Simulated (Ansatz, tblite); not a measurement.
Removing and adding an electron: `c1sc(-c2sc(-c3sc(-c4sc(-c5scc6c5OCCO6)c5c4OCCO5)c4c3OCCO4)c3c2OCCO3)c2c1OCCO2`. Charge 0, multiplicity 1. Geometry: r2SCAN-D4/def2-SVP. Ansatz, gas phase; energy differences of separate SCF runs; the oxidised species was run as a doublet alone; the reduced species was run as a doublet alone.

```xyz
67

C    -7.855    4.124   -0.615
S    -6.828    3.771   -1.961
C    -5.561    3.129   -0.933
C    -4.322    2.625   -1.445
S    -3.063    1.979   -0.411
C    -2.021    1.599   -1.768
C    -0.739    0.988   -1.569
S    -0.495   -0.213   -0.315
C     1.201   -0.412   -0.715
C     2.066   -1.301   -0.006
S     3.762   -1.500   -0.405
C     4.004   -2.704    0.843
C     5.290   -3.310    1.054
S     6.347   -3.710   -0.283
C     7.585   -4.310    0.760
C     7.200   -4.230    2.079
C     5.902   -3.651    2.252
O     5.364   -3.418    3.478
C     6.336   -3.496    4.515
C     7.214   -4.718    4.337
O     7.967   -4.624    3.132
C     2.822   -2.923    1.535
C     1.742   -2.128    1.064
O     0.492   -2.193    1.598
C     0.300   -3.369    2.381
C     1.492   -3.606    3.289
O     2.669   -3.839    2.524
C     1.524    0.411   -1.789
C     0.445    1.203   -2.263
O     0.600    2.116   -3.256
C     1.779    1.881   -4.017
C     2.969    1.648   -3.106
O     2.775    0.475   -2.319
C    -2.632    1.973   -2.958
C    -3.914    2.556   -2.771
O    -4.688    2.981   -3.807
C    -4.261    2.444   -5.056
C    -2.753    2.540   -5.190
O    -2.107    1.758   -4.192
C    -5.963    3.205    0.395
C    -7.262    3.766    0.574
O    -7.820    3.924    1.806
C    -7.149    3.157    2.801
C    -5.645    3.307    2.680
O    -5.190    2.787    1.434
H    -8.837    4.570   -0.758
H     8.525   -4.694    0.367
H     5.781   -3.546    5.463
H     6.962   -2.583    4.514
H     7.942   -4.803    5.157
H     6.586   -5.630    4.318
H     0.156   -4.241    1.715
H    -0.618   -3.210    2.966
H     1.642   -2.730    3.950
H     1.337   -4.500    3.910
H     1.631    1.003   -4.675
H     1.935    2.773   -4.641
H     3.111    2.522   -2.442
H     3.888    1.487   -3.689
H    -4.765    3.028   -5.839
H    -4.577    1.386   -5.134
H    -2.422    2.147   -6.162
H    -2.434    3.597   -5.102
H    -7.502    3.527    3.775
H    -7.425    2.089    2.702
H    -5.365    4.375    2.763
H    -5.128    2.739    3.467
```

The xTB rows come from tblite. Single mean-field runs in def2-SVP are fitted with def2-universal-jkfit.

```json
{"level": "PBE-D4/def2-SVP", "−HOMO (eV)": "3.68", "vertical IE (eV)": "5.14", "−LUMO (eV)": "1.90", "vertical EA (eV)": "0.55", "HOMO–LUMO gap (eV)": "1.78", "IE − EA (eV)": "4.59", "remarks": "HOMO above zero (-1 doublet)"}
{"level": "PBE0-D4/def2-SVP", "−HOMO (eV)": "4.55", "vertical IE (eV)": "5.54", "−LUMO (eV)": "1.45", "vertical EA (eV)": "0.54", "HOMO–LUMO gap (eV)": "3.10", "IE − EA (eV)": "5.00", "remarks": "HOMO above zero (-1 doublet)"}
```

(1) Estimate the rows for GFN1-xTB, GFN2-xTB.

## Answers

(1) 
```
   level  −HOMO (eV)  vertical IE (eV)  −LUMO (eV)  vertical EA (eV)  HOMO–LUMO gap (eV)  IE − EA (eV)
GFN1-xTB        9.65             11.14        7.95              6.46                1.71          4.68
GFN2-xTB        9.17             10.62        7.55              6.12                1.62          4.50
```

   A HOMO above zero means that the electron is unbound at that level or that self-interaction error raises the level; the energy of removing that electron tells which. Raw xTB energy differences between charge states are shifted by several eV; the methods need an empirical correction for them. Sets without diffuse functions give affinities that are too small.
